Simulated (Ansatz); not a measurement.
C2H6AlFO. Charge 0, multiplicity 1. The bonds changed during the relaxation, so this is another structure than the one it started from.

```xyz
11

C    -1.438    0.517   -0.097
C    -0.372   -0.367   -0.642
F     0.774    0.561   -1.185
Al    1.378   -0.748    0.131
O     1.845   -0.048    1.605
H    -1.858    1.191   -0.849
H    -1.101    1.105    0.759
H    -2.246   -0.136    0.251
H    -0.686   -0.886   -1.548
H     2.356   -1.791   -0.523
H     1.349    0.601    2.097
```

(1) Give the diagnostics of a CCSD(T)/def2-TZVPP run (frozen core, the Gaussian-basis code of Ansatz). (Estimate.)

Results:

(1) Ansatz gave: T1 = 0.0129, largest single amplitude 0.020, largest double 0.017, (T) share of the correlation energy 3.4 %, 10 CCSD cycles. The RHF solution is stable towards an unrestricted one. T1 lies under the customary mark of 0.02 for closed shells.
